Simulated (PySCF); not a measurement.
**Electron correlation in As (arsenic, neutral)**

[Ar] 3d10 4s2 4p3, high-spin 4S determinant. Calculation: PySCF 2.14, in aug-cc-pVTZ-DK (7s6p4d2f, 59 functions); the spin-free X2C one-electron Hamiltonian (Gaussian nucleus). Frozen: [Ar] 3d10; 5 electrons correlated.

```tsv
level	correlation energy (mhartree)
CCSD	-85.74
(T)	-2.93
CCSD(T)	-88.67
```

Diagnostics: T1 = 0.0030, D1 = 0.0082, largest double amplitude 0.032.

Cost of the coupled-cluster step: about 1.2 core-seconds, for 5 correlated electrons.
